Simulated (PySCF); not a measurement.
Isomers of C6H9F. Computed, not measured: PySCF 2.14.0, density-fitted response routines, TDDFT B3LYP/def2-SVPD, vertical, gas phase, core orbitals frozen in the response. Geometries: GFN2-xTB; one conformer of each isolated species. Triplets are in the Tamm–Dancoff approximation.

A. `C=C1CCC[C@@H]1F`
B. `C1CC(F)=C(C)C1`
C. `C#CC[C@H](F)CC`

Lowest singlet levels (six at most, fewer where fewer were computed) with oscillator strengths:

1. 5.85 eV (f 0.003); 6.38 eV (f 0.003); 6.68 eV (f 0.004); 6.96 eV (f 0.356); 7.21 eV (f 0.027); 7.56 eV (f 0.008); T1 4.48 eV
2. 6.69 eV (f 0.000); 6.88 eV (f 0.005); 6.93 eV (f 0.001); 7.38 eV (f 0.025); 7.42 eV (f 0.036); 7.91 eV (f 0.008); T1 5.54 eV
3. 6.40 eV (f 0.208); 6.73 eV (f 0.016); 6.95 eV (f 0.003); 7.21 eV (f 0.015); 7.61 eV (f 0.009); 7.68 eV (f 0.028); T1 4.12 eV

Question: Which spectrum belongs to which structure?

Answer: 1 = B, 2 = C, 3 = A.
- A: S1 at 6.40 eV, HOMO→LUMO (89%); Löwdin shares by element: HOMO carbon 80% or more (atoms not listed hold the other 20%); LUMO carbon 61% or more, hydrogen 6% or more (atoms not listed hold the other 33%); HOMO -7.13 and LUMO -0.49 eV.
- B: S1 at 5.85 eV, HOMO→LUMO (98%); Löwdin shares by element: HOMO carbon 64% or more, fluorine 10% (atoms not listed hold the other 25%); LUMO carbon 44% or more (atoms not listed hold the other 56%); HOMO -6.41 and LUMO 0.38 eV.
- C: S1 at 6.69 eV, HOMO-1→LUMO+1 (24%), HOMO→LUMO (22%), HOMO→LUMO+1 (19%); Löwdin shares by element: HOMO carbon 83% or more (atoms not listed hold the other 17%); LUMO carbon 47% or more, hydrogen 7% or more (atoms not listed hold the other 46%); HOMO -7.76 and LUMO 0.45 eV.
